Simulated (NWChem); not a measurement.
System meant: C2H4BFO2; SMILES CB(F)OC=O

Here is an NWChem input.

```
start job
memory heap 200 mb stack 700 mb global 900 mb
geometry units angstroms noautoz
  C     -1.555659     0.700861     0.000000
  B     -0.001313     0.855921     0.000000
  F      0.576670     2.053813     0.000000
  O      0.939149    -0.174738     0.000000
  C      0.670084    -1.506389     0.000000
  O     -0.415485    -2.020924     0.000000
  H     -1.892652     0.126225    -0.870767
  H     -2.054431     1.674513     0.000000
  H     -1.892652     0.126225     0.870767
  H      1.619432    -2.061895     0.000000
end
basis spherical
  C library def2-svp
  B library def2-svp
  F library def2-svp
  O library def2-svp
  H library def2-svp
end
dft
  xc pbe0
  iterations 4
  mulliken
end
task dft energy
```

End of the output:

```
    Atom       Charge   Shell Charges
 -----------   ------   -------------------------------------------------------
    1 C    6     6.17   1.96  0.57  0.32  1.92  1.35  0.05
    2 B    5     5.08   1.96  0.50  0.21  1.35  0.58  0.47
    3 F    9     8.95   1.98  0.98  0.70  3.20  2.08  0.01
    4 O    8     8.01   1.97  0.88  0.55  2.72  1.87  0.02
    5 C    6     5.84   1.96  0.60  0.30  1.74  0.96  0.28
    6 O    8     8.14   1.97  0.93  0.65  2.68  1.88  0.03
    7 H    1     0.93   0.61  0.25  0.07
    8 H    1     0.95   0.63  0.25  0.07
    9 H    1     0.93   0.61  0.25  0.07
   10 H    1     0.99   0.65  0.27  0.07

 center of mass
 --------------
 x =   0.09942655 y =   0.06492202 z =   0.00000000

 moments of inertia (a.u.)
 ------------------
         698.780948285237           0.000000000000           0.000000000000
           0.000000000000         260.828318950301           0.000000000000
           0.000000000000           0.000000000000         948.693689822477

     Multipole analysis of the density
     ---------------------------------

     L   x y z        total         alpha         beta         nuclear
     -   - - -        -----         -----         ----         -------
     0   0 0 0     -0.000000    -23.000000    -23.000000     46.000000

     1   1 0 0      0.103344      0.051672      0.051672     -0.000000
     1   0 1 0     -0.094276     -0.047138     -0.047138     -0.000000
     1   0 0 1     -0.000000     -0.000000     -0.000000      0.000000

     2   2 0 0    -24.677718    -88.564321    -88.564321    152.450923
     2   1 1 0     -4.273781      5.134832      5.134832    -14.543446
     2   1 0 1     -0.000000     -0.000000     -0.000000      0.000000
     2   0 2 0    -28.519994   -189.515516   -189.515516    350.511039
     2   0 1 1     -0.000000     -0.000000     -0.000000      0.000000
     2   0 0 2    -23.544842    -14.480128    -14.480128      5.415413

 ------------------------------------------------------------------------
 dft energy failed                                                                                  0
 ------------------------------------------------------------------------
 ------------------------------------------------------------------------
  current input line :
    27: task dft energy
 ------------------------------------------------------------------------
 ------------------------------------------------------------------------
 This type of error is most commonly associated with calculations not reaching convergence criteria
 ------------------------------------------------------------------------
 For more information see the NWChem manual at https://nwchemgit.github.io

0:dft energy failed:Received an Error in Communication
```

Problem. What is wrong, and how is it mended?

Solution. The run did not converge; its last values are not results. Cause: the SCF was allowed too few iterations. This input runs:
```
start job
memory heap 200 mb stack 700 mb global 900 mb
geometry units angstroms noautoz
  C     -1.555659     0.700861     0.000000
  B     -0.001313     0.855921     0.000000
  F      0.576670     2.053813     0.000000
  O      0.939149    -0.174738     0.000000
  C      0.670084    -1.506389     0.000000
  O     -0.415485    -2.020924     0.000000
  H     -1.892652     0.126225    -0.870767
  H     -2.054431     1.674513     0.000000
  H     -1.892652     0.126225     0.870767
  H      1.619432    -2.061895     0.000000
end
basis spherical
  * library def2-svp
end
dft
  xc pbe0
  iterations 150
  mulliken
end
task dft energy
```
It converges to -353.23645 Ha (PBE0/def2-SVP).
